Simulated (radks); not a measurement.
Ne2+, configuration [He] 2s2 2p4 (the NIST ground configuration). All-electron calculation, non-relativistic Kohn-Sham, AM05, spin-polarised, spherical densities, point nucleus; open shells are filled with parallel spins first. Program: a radial shooting solver on a logarithmic mesh with Libxc functionals. Some entries of the table are withheld. Estimate them.

orbital  occ.  eigenvalue (eV)  <r> (bohr)  <r^2> (bohr^2)
1s up       1        -876.3007      0.1588             (1)
1s down     1        -874.1705      0.1584             (2)
2s up       1         -79.4506      0.8270          0.8172
2s down     1         -74.8886      0.8418          0.8489
2p up       3         -56.7122      0.8013          0.8098
2p down     1         -51.7837      0.8292          0.8726

Answer. 
(1) 1s up <r^2> (bohr^2): 0.03402
(2) 1s down <r^2> (bohr^2): 0.03382
